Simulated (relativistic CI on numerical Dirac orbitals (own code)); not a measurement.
**Electric-dipole lines of P⁷⁺**

Method of calculation: Dirac-Coulomb-Breit CI, KLI orbitals optimised for each configuration, QED by a radiative potential, valence Slater integrals scaled by 0.9, P86 correlation estimate, and configurations built on the next ion tied to the tabulated ionisation energy (semi-empirical) (own radial code, finite nucleus).

Configuration list (outside the closed core 1s2): 2s2 2p4, 2s2 2p3 3s, 2s2 2p3 3p, 2s2 2p3 3d, 2s2 2p3 4s, 2s 2p5, 2p6, 2p5 3s, 2p5 3p, 2p5 3d, 2s 2p4 3s, 2s 2p4 3p, 2s2 2p3 4p, 2s 2p4 3d, 2s2 2p3 4d, 2s2 2p3 4f, 2s2 2p2 3s2, 2s2 2p2 3s 3p, 2s 2p4 4s, 2s2 2p2 3p2, 2s2 2p2 3s 3d, 2s 2p4 4p, 2s 2p4 4d, 2s 2p4 4f. Levels of other configurations are missing.

```
λ vac (nm)                  Lower                   Upper   A (s⁻¹)        gf  Branching (%)
    4.7207       2s2 2p4 1D_2 [4]  2s2 2p3 4d 1F°_3 [280]  3.50e+11  8.18e-01           93.4
    4.7322       2s2 2p4 3P_2 [1]  2s2 2p3 4d 3D°_3 [209]  2.56e+11  6.02e-01           91.0
    4.8158       2s2 2p4 1D_2 [4]  2s2 2p3 4d 1F°_3 [236]  4.49e+11  1.09e+00           93.5
    4.8264       2s2 2p4 1D_2 [4]  2s2 2p3 4d 1D°_2 [225]  3.85e+11  6.72e-01           91.8
    4.8808       2s2 2p4 3P_2 [1]  2s2 2p3 4d 3D°_3 [159]  2.57e+11  6.42e-01           92.2
    5.5836       2s2 2p4 3P_2 [1]   2s2 2p3 3d 3D°_3 [82]  3.77e+11  1.23e+00           96.5
    5.6042       2s2 2p4 3P_1 [2]   2s2 2p3 3d 3D°_2 [81]  4.17e+11  9.82e-01           71.5
    5.6627       2s2 2p4 3P_2 [1]   2s2 2p3 3d 3S°_1 [73]  4.91e+11  7.07e-01           53.3
    5.6743       2s2 2p4 3P_2 [1]   2s2 2p3 3d 3P°_1 [71]  4.41e+11  6.38e-01           53.5
    5.6810       2s2 2p4 3P_2 [1]   2s2 2p3 3d 3P°_2 [70]  8.02e+11  1.94e+00           83.8
    5.7036       2s2 2p4 3P_2 [1]   2s2 2p3 3d 3D°_3 [67]  6.13e+11  2.09e+00           99.5
    5.7122       2s2 2p4 1D_2 [4]   2s2 2p3 3d 1F°_3 [85]  9.98e+11  3.42e+00           99.4
    5.7235       2s2 2p4 1D_2 [4]   2s2 2p3 3d 1D°_2 [84]  6.89e+11  1.69e+00           92.1
    5.7236       2s2 2p4 3P_1 [2]   2s2 2p3 3d 3D°_2 [66]  4.30e+11  1.06e+00           85.9
    5.7929       2s2 2p4 1D_2 [4]   2s2 2p3 3d 1F°_3 [74]  4.92e+11  1.73e+00           93.0
    5.8238       2s2 2p4 1S_0 [5]   2s2 2p3 3d 1P°_1 [89]  1.12e+12  1.71e+00           94.0
    5.8482       2s2 2p4 1D_2 [4]   2s2 2p3 3d 1D°_2 [69]  3.31e+11  8.48e-01           98.9
    5.9111       2s2 2p4 3P_2 [1]   2s2 2p3 3d 3D°_3 [55]  3.44e+11  1.26e+00           99.2
    5.9331       2s2 2p4 3P_1 [2]   2s2 2p3 3d 3D°_2 [53]  2.39e+11  6.32e-01           71.9
    24.926  2s2 2p3 3d 3F°_4 [75]   2s2 2p3 4f 3G_5 [296]  6.40e+10  6.56e+00           87.2
    25.352  2s2 2p3 3d 5D°_2 [45]   2s2 2p3 4f 5F_3 [173]  4.65e+10  3.13e+00           60.3
    25.371  2s2 2p3 3d 5D°_3 [44]   2s2 2p3 4f 5F_4 [172]  5.70e+10  4.95e+00           81.1
    25.391  2s2 2p3 3d 5D°_4 [46]   2s2 2p3 4f 5F_5 [171]  6.95e+10  7.39e+00           98.7
    26.031  2s2 2p3 3d 3G°_3 [61]   2s2 2p3 4f 3H_4 [244]  5.84e+10  5.34e+00           94.0
    26.033  2s2 2p3 3d 3G°_5 [63]   2s2 2p3 4f 3H_6 [246]  6.21e+10  8.20e+00          100.0
    26.042  2s2 2p3 3d 3G°_4 [62]   2s2 2p3 4f 3H_5 [245]  4.04e+10  4.52e+00           65.0
    26.217  2s2 2p3 3d 1G°_4 [64]   2s2 2p3 4f 1H_5 [247]  4.20e+10  4.77e+00           67.8
    26.864  2s2 2p3 3d 3D°_3 [55]   2s2 2p3 4f 3F_4 [177]  5.66e+10  5.51e+00           88.9
    79.972   2s2 2p3 3p 5P_3 [19]   2s2 2p3 3d 5D°_4 [46]  2.05e+09  1.77e+00          100.0
    97.942  2s2 2p3 3s 3D°_3 [15]    2s2 2p3 3p 3F_4 [33]  1.09e+09  1.42e+00           98.7
```

Terms are leading LS components. Brackets give the number of a level in order of energy, since labels repeat. The list gives strong lines, with weight on those to low levels, without configurations that were not tied to measured data, without lines whose two gauges differ by over a factor of 2.5, among the lowest 300 of 670 levels, so that lines to higher ones, which can be the strongest, are missing. Levels whose partners in the same complex of configurations lie outside the list can be far off, and so can their lines. Rates are taken at the computed energies, electric ones in the length gauge.

Configurations that consist of the next ion and one excited electron were tied to the tabulated ionisation energy; Rydberg ones are usually within 1,000 to 3,000 cm⁻¹ and the lowest ones within about 6,000 (9,000 in d shells), while levels on excited terms of the next ion carry the error of that term, and the other configurations can be misplaced by 10,000 cm⁻¹ or more. Rates follow the energies as ν³ (E1, M1) or ν⁵ (E2), so rates, branching and lifetimes can be off by large factors.

LS names give the leading component of a level, which can be under half, so a name can repeat, a term be missing and a line seem to break the LS rules.
